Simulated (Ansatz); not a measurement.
Program: Ansatz. Geometries: PBE0-D4/def2-TZVP. ΔE: electronic, gas phase. CCSD(T)/CBS adds triple-zeta CCSD(T) − MP2 to the extrapolated MP2 energy (def2 sets, frozen cores). DFT in def2-TZVPP. For Ge outer-core shells are correlated without core-valence functions, which leaves a few kJ/mol of doubt a bond. Scalar relativity is left out up to krypton. One conformer a species, not always the lowest.

Consider the substitution at a C–Ge bond: `C#[C][Ge]([F])([F])[C]#C` + `OCS` → `C#CSCO` + `C#[C][GeH]([F])[F]`.

`C#[C][Ge]([F])([F])[C]#C`:

```xyz
9

C    -0.800   -1.529   -2.086
C    -0.553   -1.116   -0.984
Ge   -0.159   -0.445    0.718
F     0.885   -1.541    1.524
F    -1.594   -0.427    1.657
C     0.609    1.262    0.747
C     1.099    2.361    0.743
H    -1.022   -1.899   -3.062
H     1.534    3.334    0.744
```

`OCS`:

Cartesian coordinates in Å:
```
O -0.540 -0.732 0.848
C -0.255 0.110 -0.241
S 1.376 -0.242 -0.899
H -1.403 -0.488 1.197
H -0.934 -0.063 -1.086
H -0.312 1.167 0.037
H 2.066 0.248 0.144
```

`C#CSCO`:

```xyz
9

C    -2.035    1.242   -0.643
C    -0.872    0.950   -0.763
S     0.752    0.602   -0.972
C     0.935   -0.869    0.097
O     0.772   -0.634    1.452
H    -3.063    1.495   -0.533
H     0.189   -1.604   -0.200
H     1.936   -1.236   -0.164
H     1.385    0.054    1.727
```

`C#[C][GeH]([F])[F]`:

Cartesian coordinates in Å:
```
C 1.836 -0.122 0.867
C 0.745 -0.051 0.363
Ge -0.984 0.054 -0.362
F -1.110 1.527 -1.240
F -1.146 -1.183 -1.546
H 2.806 -0.185 1.305
H -2.147 -0.041 0.614
```

| level | ΔE (kcal/mol) |
| --- | --- |
| BLYP-D4 | 4.3 |
| CAM-B3LYP-D4 | 7.0 |
| revPBE | 3.8 |
| CCSD(T)/def2-SVP | 8.9 |

Task: What does CCSD(T)/CBS give? (An estimate is asked.)

Result: The calculation gave: +9.0 kcal/mol. The listed levels differ from it by -4.7, -2.0, -5.2, -0.1 kcal/mol.

Largest T1 diagnostic among the species: 0.013.

In def2-TZVPP, CCSD(T) changes the Hartree–Fock value by −0.9 kcal/mol (the triples alone add −0.7 kcal/mol) and MP2 by −1.9 kcal/mol. From r2SCAN to r2SCAN0 (25 % exact exchange), in def2-TZVPP and without D4, ΔE moves by +1.3 kcal/mol. Leaving LDA and LC-ωPBE aside and taking each functional with its dispersion term where it has one, the values, not all of them listed here, spread over 4.7 kcal/mol, from PBE-D4 to BHLYP-D4. LDA lies −1.6 kcal/mol from PBE without D4.

CCSD(T)/CBS has its own doubt, a few kJ/mol and more with outer-core shells, so smaller differences from it don't rank the levels.
